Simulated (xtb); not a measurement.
xtb input (GFN2-xTB):

```bash
xtb mol.xyz --gfn 2 --ohess tight --chrg 0 --uhf 0
```
mol.xyz:
```
6

O      1.33165688    -1.40602934    -0.07825559
Al    -0.02389201    -0.42151349    -0.05487677
O     -1.57433432    -1.12468474    -0.06597160
Cl     0.11234934     1.66768689     0.06167567
H      2.19774689    -1.04699245    -0.03100563
H     -1.69924172    -2.06165223    -0.14419997
```

Output:

```
           -------------------------------------------------
          |                Calculation Setup                |
           -------------------------------------------------

           -------------------------------------------------
          |                 G F N 2 - x T B                 |
           -------------------------------------------------

        Reference                      10.1021/acs.jctc.8b01176
      * Hamiltonian:
        H0-scaling (s, p, d)           1.850000    2.230000    2.230000
        zeta-weighting                 0.500000
      * Dispersion:
        s8                             2.700000
        a1                             0.520000
        a2                             5.000000
        s9                             5.000000
      * Repulsion:
        kExp                           1.500000    1.000000
        rExp                           1.000000
      * Coulomb:
        alpha                          2.000000
        third order                    shell-resolved
        anisotropic                    true
        a3                             3.000000
        a5                             4.000000
        cn-shift                       1.200000
        cn-exp                         4.000000
        max-rad                        5.000000

          ...................................................
          :                      SETUP                      :
          :.................................................:
          :  # basis functions                  30          :
          :  # atomic orbitals                  28          :
          :  # shells                           12          :
          :  # electrons                        24          :
          :  max. iterations                   250          :
          :  Hamiltonian                  GFN2-xTB          :
          :  restarted?                      false          :
          :  GBSA solvation                  false          :
          :  PC potential                    false          :
          :  electronic temp.          300.0000000     K    :
          :  accuracy                    1.0000000          :
          :  -> integral cutoff          0.2500000E+02      :
          :  -> integral neglect         0.1000000E-07      :
          :  -> SCF convergence          0.1000000E-05 Eh   :
          :  -> wf. convergence          0.1000000E-03 e    :
          :  Broyden damping             0.4000000          :
          :  net charge                          0          :
          :  unpaired electrons                  0          :
          ...................................................

 iter      E             dE          RMSdq      gap      omega  full diag
   1    -14.9850080 -0.149850E+02  0.177E+01    5.66       0.0  T
   2    -15.0170072 -0.319993E-01  0.937E+00    4.97       1.0  T
   3    -15.0218772 -0.486994E-02  0.161E+00    4.45       1.0  T
   4    -15.0257351 -0.385793E-02  0.686E-01    4.68       1.0  T
   5    -15.0258701 -0.135002E-03  0.385E-01    4.67       1.0  T
   6    -15.0259247 -0.545740E-04  0.118E-01    4.70       1.0  T
[...]
  moments of inertia/u·Å² :        0.7514904E+02   0.1508555E+03   0.2260045E+03
rotational constants/cm⁻¹ :        0.2243227E+00   0.1117469E+00   0.7458981E-01

 * 5 selected distances

     #   Z          #   Z                                           value/Å
     1   8 O        2  13 Al                                      1.6500404
     2  13 Al       3   8 O                                       1.6473710
     2  13 Al       4  17 Cl                                      2.0278961 (max)
     1   8 O        5   1 H                                       0.9452839 (min)
     3   8 O        6   1 H                                       0.9460049

 * 3 distinct bonds (by element types)

   Z      Z             #   av. dist./Å        max./Å        min./Å
   1 H    8 O           2     0.9456444     0.9460049     0.9452839
   8 O   13 Al          2     1.6487057     1.6500404     1.6473710
  13 Al  17 Cl          1     2.0278961     2.0278961     2.0278961

           -------------------------------------------------
          |               Frequency Printout                |
           -------------------------------------------------
 projected vibrational frequencies (cm⁻¹)
eigval :       -0.00    -0.00    -0.00    -0.00     0.00     0.00
eigval :      158.71   193.15   258.40   282.95   324.45   382.01
eigval :      393.81   507.09   814.76   933.69  3773.35  3787.64
 reduced masses (amu)
   1: 20.70   2: 28.54   3: 25.07   4: 26.42   5: 25.09   6: 16.04   7: 21.16   8: 16.46
Molecule has the following symmetry elements: (sigma)
It seems to be the Cs point group
   9: 23.68  10:  2.77  11:  6.38  12:  3.08  13:  2.49  14: 27.07  15: 19.84  16: 20.72
  17:  1.92  18:  1.92
 IR intensities (km·mol⁻¹)
   1:  1.34   2:  0.05   3:  0.17   4:  0.05   5:  0.72   6:  0.01   7:  5.17   8: 30.75
   9: 15.41  10:131.75  11:123.95  12: 38.34  13:225.68  14: 30.27  15:149.71  16:132.77
  17: 38.19  18: 48.71
 Raman intensities (Ä⁴*amu⁻¹)
   1:  0.00   2:  0.00   3:  0.00   4:  0.00   5:  0.00   6:  0.00   7:  0.00   8:  0.00
   9:  0.00  10:  0.00  11:  0.00  12:  0.00  13:  0.00  14:  0.00  15:  0.00  16:  0.00
  17:  0.00  18:  0.00
 output can be read by thermo (or use thermo option).
 writing <g98.out> molden fake output.
 recommended (thermochemical) frequency scaling factor: 1.0
           -------------------------------------------------
          |             Thermodynamic Functions             |
           -------------------------------------------------

cs  symmetry found (for desy threshold:  0.10E+00) used in thermo

          ...................................................
          :                      SETUP                      :
          :.................................................:
          :  # frequencies                          12      :
          :  # imaginary freq.                       0      :
          :  linear?                             false      :
          :  only rotor calc.                    false      :
          :  symmetry                               cs      :
          :  rotational number                       1      :
          :  scaling factor                  1.0000000      :
          :  rotor cutoff                   50.0000000 cm⁻¹ :
          :  imag. cutoff                  -20.0000000 cm⁻¹ :
          :.................................................:

    mode    ω/cm⁻¹     T·S(HO)/kcal·mol⁻¹    T·S(FR)/kcal·mol⁻¹   T·S(vib)
   ------------------------------------------------------------------------
       1    158.71    -0.76477 ( 99.02%)    -0.71416 (  0.98%)    -0.76428
       2    193.15    -0.65514 ( 99.55%)    -0.65602 (  0.45%)    -0.65514
       3    258.40    -0.49867 ( 99.86%)    -0.56985 (  0.14%)    -0.49877
       4    282.95    -0.45193 ( 99.90%)    -0.54297 (  0.10%)    -0.45202
   ------------------------------------------------------------------------

   temp. (K)  partition function   enthalpy   heat capacity  entropy
                                   cal/mol     cal/K/mol   cal/K/mol   J/K/mol
 298.15  VIB   11.6                 2190.326     14.117     12.213
         ROT  0.122E+06              888.752      2.981     26.260
         INT  0.142E+07             3079.079     17.097     38.473
         TR   0.916E+27             1481.254      4.968     39.592
         TOT                        4560.3326    22.0656    78.0655   326.6258

       T/K    H(0)-H(T)+PV         H(T)/Eh          T*S/Eh         G(T)/Eh
   ------------------------------------------------------------------------
    298.15    0.726735E-02    0.341725E-01    0.370914E-01   -0.291890E-02
   ------------------------------------------------------------------------

         :::::::::::::::::::::::::::::::::::::::::::::::::::::
         ::                  THERMODYNAMIC                  ::
         :::::::::::::::::::::::::::::::::::::::::::::::::::::
         :: total free energy         -14.963373031451 Eh   ::
         ::.................................................::
         :: total energy              -14.960454129589 Eh   ::
         :: zero point energy           0.026905160618 Eh   ::
         :: G(RRHO) w/o ZPVE           -0.029824062480 Eh   ::
         :: G(RRHO) contrib.           -0.002918901862 Eh   ::
         :::::::::::::::::::::::::::::::::::::::::::::::::::::

optimized geometry written to: xtbopt.xyz

           -------------------------------------------------
          | TOTAL ENERGY              -14.960454129589 Eh   |
          | TOTAL ENTHALPY            -14.926281616448 Eh   |
          | TOTAL FREE ENERGY         -14.963373031451 Eh   |
          | GRADIENT NORM               0.000243486621 Eh/α |
Note: The following floating-point exceptions are signalling: IEEE_UNDERFLOW_FLAG IEEE_DENORMAL
normal termination of xtb
          | HOMO-LUMO GAP               4.735630430120 eV   |
           -------------------------------------------------

------------------------------------------------------------------------
------------------------------------------------------------------------
 total:
 SCF:
 ANC optimizer:
 analytical hessian:
```
